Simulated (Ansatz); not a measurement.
Mulliken charges of `C[Se][Ti]([Cl])([Cl])[Cl]` from PBE/def2-TZVPP in Ansatz (PBE0-D4/def2-TZVP geometry).

```csv
atom,x (Å),y (Å),z (Å),charge (e)
C1,-0.061,-1.428,0.862,-0.328
Se2,1.428,-0.525,-0.044,0.036
Ti3,0.170,1.322,-0.831,0.404
Cl4,-1.432,0.537,-2.085,-0.189
Cl5,1.612,2.528,-1.907,-0.161
Cl6,-0.690,2.319,0.907,-0.189
H7,-0.463,-0.783,1.641,0.142
H8,-0.830,-1.685,0.137,0.142
H9,0.355,-2.332,1.303,0.143
```

Q: By hand: the dipole of these point charges (1 e Å = 4.8032 D).

A: Σ q r = (0.149, -0.647, 0.348) e Å, of length 0.750 e Å = 3.60 D.

Q: How does the dipole of the full density compare? (Estimate.)

A: The calculation gave: (-0.032, -0.363, 0.224) e Å, 2.05 D; the point charges give 1.76 times that, at 16° from its direction.

Point charges leave out the atoms' own dipoles, such as those of lone pairs, and Mulliken's split depends on the basis, so the two needn't agree.
